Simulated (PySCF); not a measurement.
## Excited states of Cl⁵⁺ (chlorine, charge +5)

Ground state [Ne] 3s2, ¹S. Calculation: PySCF 2.14, in an uncontracted even-tempered set (21 s from 0.0304 bohr⁻², ratio 2.5; 14 p from 0.0384 bohr⁻², ratio 2.5; 8 d from 0.061 bohr⁻², ratio 2.7; 5 f from 1.8 bohr⁻², ratio 2.7); the spin-free X2C one-electron Hamiltonian (Gaussian nucleus). Vertical excitation energies in eV without spin-orbit coupling; excited terms of each kind are numbered among those the solver found. Frozen: 1s2.

```json
{"term": "1 3P°", "leading excitation": "3s → p", "EOM-EE-CCSD": "12.285"}
{"term": "1 1P°", "leading excitation": "3s → p", "EOM-EE-CCSD": "18.574"}
{"term": "1 3D", "leading excitation": "3s → d", "EOM-EE-CCSD": "34.839"}
{"term": "1 1D", "leading excitation": "3s → d", "EOM-EE-CCSD": "40.624"}
{"term": "1 3S", "leading excitation": "3s → s", "EOM-EE-CCSD": "50.491"}
{"term": "1 1S", "leading excitation": "3s → s", "EOM-EE-CCSD": "51.739"}
{"term": "2 1P°", "leading excitation": "3s → p", "EOM-EE-CCSD": "55.964"}
{"term": "2 3P°", "leading excitation": "3s → p", "EOM-EE-CCSD": "56.214"}
{"term": "2 3D", "leading excitation": "3s → d", "EOM-EE-CCSD": "63.345"}
{"term": "2 1D", "leading excitation": "3s → d", "EOM-EE-CCSD": "63.499"}
```

Doubly excited terms such as np² are absent. The solver can miss terms. The 23 highest virtual orbitals were dropped.
